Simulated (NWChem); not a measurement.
# AlNH$_{4}$; SMILES [AlH2][NH2]

```xyz
6

Al     0.0000     0.0000     0.6739
H     -0.5771    -1.2809     1.4109
H      0.5771     1.2809     1.4109
N      0.0000     0.0000    -1.1071
H      0.3416     0.7581    -1.6855
H     -0.3416    -0.7581    -1.6855
```
Atoms are numbered in this order, from 1.

Level: B3LYP/6-31G* (spherical d) (NWChem); excitation at 532 nm, off resonance, unscaled harmonic frequencies. The geometry was optimised at B3LYP/6-31G* (spherical d).

Question: Give the Raman lines with relative activities.

Answer: 
```
wavenumber (cm⁻¹)  relative intensity
-----------------  ------------------
425                               1.9
514                               1.6
749                                12
755                               2.4
828                                14
1612                              2.7
1946                              100
1955                               18
3567                               89
3658                               54
```
